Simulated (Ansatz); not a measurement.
# Worked example: NbCl5 + SnCl3 → NbCl4 + SnCl4

Species: NbCl5 (niobium pentachloride) `[Cl][Nb]([Cl])([Cl])([Cl])[Cl]`, singlet; SnCl3 `[Cl][Sn]([Cl])[Cl]`, doublet; NbCl4 `[Cl][Nb]([Cl])([Cl])[Cl]`, doublet; SnCl4 (tin tetrachloride) `[Cl][Sn]([Cl])([Cl])[Cl]`, singlet. A radical takes Cl: the energy is the difference in strength between the Nb–Cl bond broken and the Sn–Cl bond made.

Shapes, held fixed at every level: PBE0-D4/def2-TZVP. Programs: Ansatz 0.2.0. Electronic energies: no zero-point or thermal term.

At CCSD(T)/def2-TZVPP; 1 Eh = 2625.50 kJ/mol:

| species | energy (Eh) |
| --- | --- |
| NbCl5 | -2355.735747 |
| SnCl3 | -1592.950059 |
| NbCl4 | -1895.966332 |
| SnCl4 | -2052.746540 |

Task: Work out ΔE of the reaction at this level.

Result: 
1. Products less reactants: (-1895.966332) + (-2052.746540) − [(-2355.735747) + (-1592.950059)] = -0.027066 Eh = -71.1 kJ/mol.

Other levels give -180.4 (HF/def2-TZVPP) to -26.0 kJ/mol (r2SCAN-D4/def2-TZVPP). No measured value is set beside it here. T1 is large for NbCl5 (0.021), so single-reference values are less sure there. Open shells run unrestricted. For atoms past krypton def2 sets carry core potentials with scalar relativity. Outer-core shells of Nb, Sn are correlated in most correlated rows, in sets that cover them unevenly. The median of the other levels is -90.6 kJ/mol.
